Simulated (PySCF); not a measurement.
GeH₃, SMILES [GeH3] (connectivity only; charge and spin as stated), charge +1, multiplicity 1.

Geometry: PBE0-D3(BJ)/def2-TZVPD. The spin state was assumed, not searched. The isomer is the one that the SMILES or the coordinates give; other isomers of the formula were not compared.

The numbers are results of TDDFT-ωB97X/def2-TZVPD (PySCF), not measurements.

Vertical excitations; the highest root listed may be one member of a degenerate set. Isolated molecule, no solvent. State labels are in the subgroup C2v.

Computed lowest excited states:
```json
[
 {"state": "S1", "symmetry": "A2", "energy (eV)": "5.49", "λ (nm)": "226", "f": "0.000", "main pairs": "HOMO→LUMO 100 %"},
 {"state": "S2", "symmetry": "B2", "energy (eV)": "5.49", "λ (nm)": "226", "f": "0.000", "main pairs": "HOMO−1→LUMO 100 %"},
 {"state": "S3", "symmetry": "B1", "energy (eV)": "10.41", "λ (nm)": "119", "f": "0.201", "main pairs": "HOMO→LUMO+1 (degenerate set)"},
 {"state": "S4", "symmetry": "A1", "energy (eV)": "10.41", "λ (nm)": "119", "f": "0.201", "main pairs": "HOMO−1→LUMO+1 (degenerate set)"},
 {"state": "S5", "symmetry": "B1", "energy (eV)": "10.93", "λ (nm)": "113", "f": "0.000", "main pairs": "HOMO→LUMO+3 49 %, HOMO−1→LUMO+2 49 %"},
 {"state": "S6", "symmetry": "A1", "energy (eV)": "11.90", "λ (nm)": "104", "f": "0.000", "main pairs": "HOMO→LUMO+2 49 %, HOMO−1→LUMO+3 49 %"},
 {"state": "S7", "symmetry": "A1", "energy (eV)": "12.31", "λ (nm)": "101", "f": "0.976", "main pairs": "HOMO−1→LUMO+3, HOMO→LUMO+2, HOMO−1→LUMO+4, HOMO−1→LUMO+1 (degenerate set)"},
 {"state": "S8", "symmetry": "B1", "energy (eV)": "12.31", "λ (nm)": "101", "f": "0.976", "main pairs": "HOMO−1→LUMO+2, HOMO→LUMO+3, HOMO→LUMO+4, HOMO→LUMO+1 (degenerate set)"},
 {"state": "S9", "symmetry": "B2", "energy (eV)": "12.48", "λ (nm)": "99", "f": "0.148", "main pairs": "HOMO−2→LUMO 90 %"},
 {"state": "S10", "symmetry": "B1", "energy (eV)": "13.06", "λ (nm)": "95", "f": "0.277", "main pairs": "HOMO→LUMO+4 70 %, HOMO−1→LUMO+2 13 %, HOMO→LUMO+3 13 %"},
 {"state": "T1", "symmetry": "A2", "energy (eV)": "4.98", "λ (nm)": "249", "f": "0", "main pairs": "HOMO→LUMO 99 %"},
 {"state": "T2", "symmetry": "B2", "energy (eV)": "4.99", "λ (nm)": "249", "f": "0", "main pairs": "HOMO−1→LUMO 99 %"},
 {"state": "T3", "symmetry": "B1", "energy (eV)": "8.55", "λ (nm)": "145", "f": "0", "main pairs": "HOMO→LUMO+1 (degenerate set)"},
 {"state": "T4", "symmetry": "A1", "energy (eV)": "8.55", "λ (nm)": "145", "f": "0", "main pairs": "HOMO−1→LUMO+1 (degenerate set)"}
]
```
Triplets are in the Tamm–Dancoff approximation, which puts them higher than full response would, so one can lie above its singlet here.
